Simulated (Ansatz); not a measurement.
This geometry of CH6B2ClNSi (12 atoms, charge 0, multiplicity 1) is a first-order saddle point.

All numbers below come from RKS r2SCAN-D4/6-31G (Ansatz 0.2.0).

```xyz
12
Properties=species:S:1:pos:R:3
B -2.301 -0.300 0.340
B -0.619 -0.093 0.106
C 0.256 0.982 -0.749
Si 1.760 0.110 0.043
Cl 3.127 -0.991 -1.272
N 0.409 -0.901 0.698
H -3.123 0.384 -0.207
H -2.726 -1.155 1.072
H 0.191 0.847 -1.836
H 0.114 2.045 -0.527
H 2.657 0.733 1.075
H 0.331 -1.715 1.292
```

(1) Which two structures does it join? (They come from a converged band through this point; their orientation in space is the band's.)

(2) How far does it lie above each of them?

Answers

(1) No bond is made or broken. The dihedral H8–B1–B2–N6 goes from -92 to 93°. The two ends are copies of one structure, up to a mirror image or an exchange of like atoms.

Initial state:

```xyz
12
Properties=species:S:1:pos:R:3
B -2.267 -0.242 0.323
B -0.613 -0.156 0.219
C 0.191 0.662 -0.953
Si 1.743 0.179 0.059
Cl 3.194 -1.164 -0.894
N 0.472 -0.665 1.012
H -2.920 0.611 0.863
H -2.897 -1.106 -0.227
H 0.142 0.188 -1.940
H -0.024 1.730 -1.065
H 2.597 1.163 0.807
H 0.459 -1.255 1.830
```

Final state:

```xyz
12
Properties=species:S:1:pos:R:3
B -2.267 -0.236 0.328
B -0.614 -0.155 0.215
C 0.192 0.662 -0.955
Si 1.742 0.175 0.056
Cl 3.196 -1.164 -0.897
N 0.470 -0.670 1.005
H -2.906 -1.097 -0.218
H -2.912 0.615 0.881
H 0.143 0.188 -1.943
H -0.021 1.730 -1.068
H 2.594 1.159 0.808
H 0.459 -1.263 1.822
```

(2) 5.6 kcal/mol above the first and 5.6 kcal/mol above the second. This is the barrier of this one path; another mechanism may lie lower. Limits of this set-up: no polarisation functions.

The run took 10 min on 1 thread of Intel(R) Xeon(R) Processor @ 2.50GHz (Skylake/Cascade Lake), with other jobs on the host, peak memory 0.17 GiB.
